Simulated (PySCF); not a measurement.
# Basis set benchmark on one molecule

Molecule: TMS-CHF2 (C[Si](C)(C)C(F)F, C₄H₁₀F₂Si).

Atoms are numbered as in `[CH3:1][Si:2]([CH3:3])([CH3:4])[CH:5]([F:6])[F:7]`. Hydrogens are named by the atom that carries them.

Geometry PBE0-D3(BJ)/def2-SVP throughout; GIAO in PySCF, gas phase, one conformer, non-relativistic; equivalent atoms averaged; functional PBE0.

Reference values (measured; G. Saielli, R. Bini, A. Bagno, Computational 19F NMR. 2. Organic compounds, RSC Adv. 2014, ESI (exp. from Berger-Braun-Kalinowski 1994 and Everett 1995)): δ(F6/F7) = -140.0 ppm vs CFCl3. Computed shifts are taken against CFCl3, calculated as an isolated molecule at each level.

**Question.** How do the basis sets STO-3G, pcSseg-0, 6-31G, 6-31G*, cc-pVDZ, def2-SVP, pcSseg-1, aug-cc-pVDZ, 6-311+G(2d,p), def2-TZVP perform against the reference? Times are CPU seconds on shared hosts with different chips, so compare them loosely.

**Answer.** 
| basis set | functions | F6/F7 | abs. error F | core-s |
| --- | --- | --- | --- | --- |
| STO-3G | 49 | -119.4 | 20.6 | 4.4 |
| pcSseg-0 | 87 | -177.4 | 37.4 | 9.6 |
| 6-31G | 87 | -162.7 | 22.7 | 9 |
| 6-31G* | 122 | -149.6 | 9.6 | 13 |
| cc-pVDZ | 152 | -145.0 | 5.0 | 22 |
| def2-SVP | 152 | -138.4 | 1.6 | 20 |
| pcSseg-1 | 176 | -158.6 | 18.6 | 21 |
| aug-cc-pVDZ | 255 | -146.8 | 6.8 | 50 |
| 6-311+G(2d,p) | 257 | -157.8 | 17.8 | 41 |
| def2-TZVP | 283 | -154.5 | 14.5 | 66 |

For 19F the closest is def2-SVP (1.6 ppm) and the furthest pcSseg-0 (37.4 ppm). Where a smaller basis beats a larger one, errors probably cancel. One molecule is a small sample, and vibrational and solvent effects are absent from the calculation.

A small basis that lands close on one nucleus may do so by chance; judge by the trend and by all nuclei.
